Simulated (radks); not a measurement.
In VI, configuration [Kr] 4d8. Calculated with a radial shooting solver on a logarithmic mesh with Libxc functionals: Dirac Kohn-Sham, PBE, spin-unpolarised, spherical densities, finite nucleus; open shells fill j = l - 1/2 first; Fermi nuclear charge, rms radius 4.6156 fm.

Normalised radial functions P(r) = r R(r) (large component), r in bohr:

```
   r/bohr * 3d3/2, o 4d5/2 (the largest magnitude, 1.78, reaches the edge; | marks zero, & curves that meet)
 0.002541                             &
 0.003283                             &
  0.00424                             &
 0.005521                             &
 0.007132                             &
 0.009287                             &
    0.012                             &
  0.01562                             &
  0.02018                             &
  0.02628                             o*
  0.03394                             o*
  0.04384                             |o*
  0.05709                             | o *
  0.07375                             |  o   *
  0.09603                             |   o      *
    0.124                             |     o         *
   0.1615                             |       o             *
   0.2086                             |       o                 *
   0.2717                             |      o                   *
   0.3509                             |  o                    *
   0.4533                          o  |                 *
   0.5903                   o         |         *
   0.7625              o              |   *
   0.9929             o               |*
    1.283                o            *
     1.67                     o       *
    2.157                         o   *
    2.809                            o*
    3.629                             &
```

3d3/2: eigenvalue -507.28 eV, 0 radial nodes, <r> = 0.322 bohr, 90 % of the charge inside 0.509 bohr. 4d5/2: eigenvalue -83.007 eV, 1 radial node at r = 0.402 bohr, <r> = 1.08 bohr, 90 % of the charge inside 1.64 bohr.
